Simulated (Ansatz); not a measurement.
`O=C=[N][Hf]([F])([F])[F]` + `[F][Ga]([F])[I]` → `[F][Hf]([F])([F])[I]` + `O=C=[N][Ga]([F])[F]` at 700 K and 1 bar (redistribution).

Isolated molecules relaxed with PBE0-D4/def2-TZVP in Ansatz; ΔE leaves out vibrations. CCSD(T)/CBS adds triple-zeta CCSD(T) − MP2 to the extrapolated MP2 energy (def2 sets, frozen cores). Elements past krypton have def2 core potentials. For Ga, Hf, I outer-core shells are correlated without core-valence functions, which leaves a few kJ/mol of doubt a bond. Scalar relativity is left out up to krypton. Each species was taken in one conformer, which may not be the lowest.

```csv
species,CCSD(T)/CBS energy (Eh),H − E (kJ/mol),S (J/(mol·K))
`O=C=[N][Hf]([F])([F])[F]`,-515.51547,128.0,505.9
`[F][Ga]([F])[I]`,-2421.09887,60.5,397.8
`[F][Hf]([F])([F])[I]`,-645.03670,78.6,456.4
`O=C=[N][Ga]([F])[F]`,-2291.56165,110.2,452.3
```

H − E and S are ideal-gas, rigid-rotor, harmonic terms from PBE0-D4/def2-TZVP, for one conformer and one mirror image of each species. 1 Eh = 2625.50 kJ/mol, R = 8.31446 J/(mol·K).

Question: By hand: ΔE, ΔH, ΔS and ΔG.

Answer: ΔE = (-645.03670) + (-2291.56165) − (-515.51547) − (-2421.09887) = 0.01599 Eh = 42.0 kJ/mol. Δ(H − E) = 78.6 + 110.2 − 128.0 − 60.5 = 0.3, so ΔH = 42.3 kJ/mol. ΔS = 456.4 + 452.3 − 505.9 − 397.8 = 5.0 J/(mol·K). ΔG = 42.3 − 700 × (5.0)/1000 = 38.8 kJ/mol.

Question: By hand: the equilibrium constant, and the temperature at which ΔG would vanish if ΔH and ΔS stayed fixed.

Answer: log₁₀ K = −ΔG/(RT ln 10) = -2.9. ΔG = 0 at ΔH/ΔS = 8460 K, far beyond where these terms or the molecules hold.

The number of gas molecules stays the same, so ΔS is small and ΔH decides. A doubt of 5 kJ/mol in ΔE shifts log₁₀ K by 0.4 here. Other conformers and mirror images would add mixing entropy, several J/(mol·K) or more a flexible species. Modes under 60 cm⁻¹, often nearly free rotors, make the harmonic entropy too high. These are equilibria of isolated gas molecules and say nothing of rates. Largest T1 diagnostic: 0.017 (customary marks: 0.02 for closed shells, 0.045 for open ones).
